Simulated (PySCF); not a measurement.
## Electron correlation in Sb³⁹⁺ (antimony, charge +39)

[Ne] 3s2, closed-shell 1S. Computed with PySCF 2.14 in an even-tempered Gaussian basis (18 s from 7.3 bohr⁻², ratio 2.5; 12 p from 9.5 bohr⁻², ratio 2.5; 4 d from 35 bohr⁻², ratio 2.7; 4 f from 53 bohr⁻², ratio 2.7), with the spin-free X2C one-electron Hamiltonian (Gaussian nucleus). Frozen: 1s2; 10 electrons correlated; the 22 highest virtual orbitals of each spin left out.

```csv
level,correlation energy (mhartree)
CCSD,-483.12
(T),-0.97
CCSD(T),-484.09
```

Diagnostics: T1 = 0.00025, D1 = 0.0008, largest double amplitude 0.059.

Cost of the coupled-cluster step: about 8 core-seconds, for 10 correlated electrons.

Iterations:

```
CC2 = 0
CCSD nocc = 5, nmo = 79
frozen orbitals [0, 80, 81, 82, 83, 84, 85, 86, 87, 88, 89, 90, 91, 92, 93, 94, 95, 96, 97, 98, 99, 100, 101]
max_cycle = 100
direct = 0
conv_tol = 1e-08
conv_tol_normt = 1e-06
diis_space = 8
diis_start_cycle = 0
Init t2, MP2 energy = -5129.50192417728  E_corr(MP2) -0.456142385080589
Init E_corr(CCSD) = -0.456142385080592
cycle = 1  E_corr(CCSD) = -0.476014903343994  dE = -0.0198725183  norm(t1,t2) = 0.0182809
cycle = 2  E_corr(CCSD) = -0.481174129244437  dE = -0.0051592259  norm(t1,t2) = 0.00506543
cycle = 3  E_corr(CCSD) = -0.48311997296291  dE = -0.00194584372  norm(t1,t2) = 0.00141505
cycle = 4  E_corr(CCSD) = -0.483119758655823  dE = 2.14307088e-07  norm(t1,t2) = 7.52804e-06
cycle = 5  E_corr(CCSD) = -0.483119901583114  dE = -1.42927292e-07  norm(t1,t2) = 7.32685e-08
cycle = 6  E_corr(CCSD) = -0.48311989916392  dE = 2.41919457e-09  norm(t1,t2) = 4.26957e-09
CCSD converged
E(CCSD) = -5129.528901691368  E_corr = -0.4831198991639197
CCSD(T) correction = -0.000967933664424104
```

At this charge the one-electron X2C treatment keeps the bare 1/r₁₂, with no two-electron picture change or Breit term. The effect here is smaller than on the frozen 1s shell; and a scalar Hamiltonian misses the large spin-orbit splitting of the p shells, which matters for ns² → np² pairs.
